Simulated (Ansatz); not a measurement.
Reaction (ligand exchange at the Si–Se bond): `C[SiH](C)[SeH]` + `CNC` → `CN(C)[SiH](C)C` + H₂Se

Gas-phase electronic energies from Ansatz, PBE0-D4/def2-TZVP geometries. CBS: MP2 limit from def2 TZ/QZ plus the TZ coupled-cluster correction, frozen cores. DFT in def2-TZVPP. For Se outer-core shells are correlated without core-valence functions, which leaves a few kJ/mol of doubt a bond. Scalar relativity is left out up to krypton. Each species was taken in one conformer, which may not be the lowest.

```tsv
level	ΔE (kJ/mol)	difference from CCSD(T)/CBS
PBE-D4	24.1	3.8
r2SCAN-D4	20.9	0.6
CAM-B3LYP-D4	11.2	-9.1
BLYP	24.3	4.0
PBE0	29.0	8.7
r2SCANh	23.6	3.3
BHLYP	20.5	0.2
RPA@PBE/def2-TZVPP	12.0	-8.3
HF/def2-SVP	21.2	0.9
SCS-MP2/def2-TZVPP	16.7	-3.6
CCSD(T)/CBS	20.3	0
```

Largest T1 diagnostic among the species: 0.010.

At CCSD(T), def2-SVP lies −9.6 kJ/mol from the extrapolated value and def2-TZVPP −5.2 kJ/mol. In def2-TZVPP, CCSD(T) changes the Hartree–Fock value by −8.4 kJ/mol (the triples alone add −0.7 kJ/mol) and MP2 by −5.9 kJ/mol. Leaving LDA and LC-ωPBE aside and taking each functional with its dispersion term where it has one, the values, not all of them listed here, spread over 13.4 kJ/mol, from CAM-B3LYP-D4 to HSE06-D4. LDA lies −14.4 kJ/mol from PBE without D4.

CCSD(T)/CBS has its own doubt, a few kJ/mol and more with outer-core shells, so smaller differences from it don't rank the levels.
